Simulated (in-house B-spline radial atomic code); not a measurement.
The numbers below are computed, except where a source is named.
Building a PAW s channel for Ag, r_c = 2.32 bohr

Ag, [Kr] 4d10 5s1, non-relativistic LDA (VWN5), spherical and spin-unpolarised, from a B-spline radial code for spherical atoms (atomic units; all potentials screened as in the neutral atom).

Two all-electron partial waves φ1, φ2 are integrated outwards at E1 = ε(5s) = -0.157408 and E2 = E1 + 1 hartree; φ1 is the bound orbital and φ2 has unit norm inside r_c = 2.3229 bohr. Smooth partners are polynomials, r^1(a0 + a1 r² + a2 r⁴ + a3 r⁶), matched to φ and three derivatives at r_c, with no condition on the norm. The local potential is -5.09901 + (2.44609) r² + (-0.478194) r⁴ + (0.0340631) r⁶ inside 1.9027 bohr and the all-electron one outside.

| wave | φ(r_c) | φ'(r_c) | a0 | a1 | a2 | a3 |
| --- | --- | --- | --- | --- | --- | --- |
| 1 | 0.5909607 | 0.1062885 | 0.1018652 | 0.09831485 | -0.01817893 | 0.0009632936 |
| 2 | 0.6255745 | -1.466707 | 0.7914966 | 0.05906562 | -0.04588798 | 0.003151544 |

Inside r_c the overlaps are <φi φj> = [[0.23602, 0.46663], [0.46663, 1.00000]] and, for the smooth waves, [[0.25281, 0.56978], [0.56978, 1.50532]]. With χj = (Ej − T − V_local) applied to smooth wave j, the program's quadrature gives the matrix B_ij = <smooth i, χj> as [[0.19734, 0.79297], [0.68982, 2.88502]].

**Question.** Check the match of the first wave, and find the augmentation charges q_ij.

**Answer.** At r_c the four terms are 0.23662, 1.23228, -1.22948, 0.35154, which sum to 0.5910, φ1(r_c) to rounding. q_ij is the all-electron overlap less the smooth one: [[-0.01679, -0.10315], [-0.10315, -0.50532]]. The smooth first wave has a norm of 0.2528 inside r_c against 0.2360, so q11 is negative and must stay small enough for the overlap operator to be positive.

**Question.** B isn't symmetric. Show that D_ij = B_ij + Ej q_ij is.

**Answer.** Integrating by parts gives B12 − B21 = (E1 − E2) q12: 0.79297 − (0.68982) = 0.10316, and −1 × (-0.10315) = 0.10315. So D12 = 0.79297 + (0.842592)(-0.10315) = 0.70606 and D21 = 0.68982 + (-0.157408)(-0.10315) = 0.70605; D11 = 0.19998, D22 = 2.45924. The projectors, p = (B⁻¹)ᵀ χ, are dual to the smooth waves; det B = 0.022.

Solving (T + V_local + Σ p D p) ψ = E (1 + Σ p q p) ψ in a sphere of 9 bohr, whose wall lifts the free-atom level a little, gives these levels:

```
all-electron  one projector  two projectors
   -0.156465      -0.387864      -18.158100
    0.111352      -0.156465       -0.156465
    0.469652       0.112016        0.111345
    0.988002       0.472070        0.469637
    1.656470       0.990605        0.987992
```

**Question.** What does the second projector gain?

**Answer.** With one projector a ghost lies below the reference level, so the set fails. With two a ghost lies below the reference level, so the set fails. The lowest eigenvalue of the overlap operator is 0.8081 with one and 0.02403 with two projectors. The smooth orbital alone needs a cutoff of 3.28 hartree for 1 millihartree of kinetic energy, against 6.62 for a norm-conserving Troullier-Martins orbital of the same radius, which is no gain while the set fails.
